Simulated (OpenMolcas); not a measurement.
Rh3+ among 4 point charges of -1.5 e arranged as a tetrahedron (Td).

```
Program             : OpenMolcas
Method              : SS-CASPT2, IPEA 0.25 Eh, imaginary shift 0.1 Eh (closed shells correlated: 4s 4p)
Basis               : ANO-RCC-VDZP [6s5p3d1f]
Scalar Hamiltonian  : DKH2, point nucleus
Active space        : 6 electrons in 5 orbitals (4d)
State averaging     : 2S+1 = 5 even, 5 roots; 2S+1 = 3 even, 45 roots; 2S+1 = 1 even, 50 roots
Spin-orbit coupling : state interaction with AMFI integrals over the reference wave functions
```

All point charges move together. At R = 2.19 Å the first state of the same spin is 1860 cm-1, and at R = 2.32 Å it is 1450 cm-1.

A third run gives 2600 cm-1. What distance was it run at?

With a power law R^-n the two known points give n = -ln(1450 / 1860) / ln(2.32 / 2.19) = 4.32. Then R = 2.19 × (1860 / 2600)^(1/4.32) = 2.027 Å. The run was at 2.02 Å, so the estimate is off by +0.007 Å.

Roots that are degenerate in the reference are averaged as groups; the widest CASPT2 spread within a group is 610 cm-1 (the 4-fold group of multiplicity 3 near 20400 cm-1 above the lowest state of its run, R = 2.02). Shifts and gaps below about the spread of the groups concerned are not significant. An orbital doublet at a regular site is open to a Jahn-Teller distortion, which this geometry leaves out. Point charges give a weaker field than real ligands, and real ions of this kind are as a rule low spin; the high spin found here belongs to the model. The ground term spreads over less than 5000 cm-1, several times less than with real ligands, so orbital moments are less quenched and χT lies further from the spin-only value than at real sites. Free-ion shares, where given, are those of the reference states; single-state CASPT2 does not remix them. Point charges carry no covalency, so the field is a model and not that of real ligands. A group larger than the point group allows holds several states that coincide in this model. No measured value stands beside these numbers.
